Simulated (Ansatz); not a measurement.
Born–Oppenheimer molecular dynamics of H$_{10}$N$_{2}$Si$_{2}$ (14 atoms, charge 0, multiplicity 1). It starts at the highest image of a converged band, a first-order saddle point between two minima.

Level of theory: RKS r2SCAN-D4/cc-pVDZ in Ansatz.

```json
{
 "ensemble": "NVE (velocity Verlet)",
 "time step": "0.5 fs",
 "steps asked": "200",
 "starting velocities drawn for": "100 K",
 "seed": "2320"
}
```

First frame:

```xyz
14
Properties=species:S:1:pos:R:3
Si 0.177 -0.007 0.236
N -0.277 -0.214 2.112
H -1.272 -0.359 2.297
H 0.041 0.558 2.704
H 1.490 0.657 -0.064
H -0.756 1.206 0.075
H -0.478 -0.933 -0.749
N 1.242 -1.700 0.983
H 0.897 -2.573 0.570
Si 2.992 -1.664 1.100
H 3.545 -2.930 1.694
H 3.694 -1.440 -0.212
H 3.355 -0.521 2.004
H 0.430 -1.156 2.039
```

(1) How far do the bonds stretch over the last three quarters of this one trajectory? (Pairs bonded in most of those frames.)

## Answers

(1) 
```tsv
bond	mean (Å)	spread (Å)	shortest	longest
Si1–N2	2.249	0.278	1.93	2.90
Si1–H5	1.509	0.014	1.48	1.54
Si1–H6	1.534	0.035	1.45	1.59
Si1–H7	1.514	0.011	1.49	1.54
Si1–N8	1.927	0.155	1.74	2.15
N2–H3	1.023	0.006	1.01	1.03
N2–H4	1.024	0.008	1.01	1.04
N2–H14	1.046	0.041	1.00	1.16
N8–H9	1.024	0.009	1.01	1.04
N8–Si10	1.750	0.019	1.72	1.82
Si10–H11	1.504	0.012	1.49	1.52
Si10–H12	1.507	0.009	1.49	1.52
Si10–H13	1.503	0.007	1.49	1.52
```

Pairs bonded in part of these frames only: Si1–N2 63 %.

Mean temperature of the second half: 331 K. The conserved energy stayed within 0.035 meV per atom of its start (net change 0.0063 meV per atom), so the integration is sound. The kinetic energy rose, since the run started high on the potential surface and went downhill. It ends in pieces (H3N + H7NSi2), so much of that is their flight and rotation, not heat. A run of 0.1 ps of so small a system gives no equilibrium averages. The orbitals stay closed-shell, which can raise the energy where a bond breaks towards radicals; this wasn't checked here.

The run took 2.6 min on 4 threads of AMD EPYC 9R45 96-Core Processor (Zen 5) (shared host), peak memory 0.21 GiB.
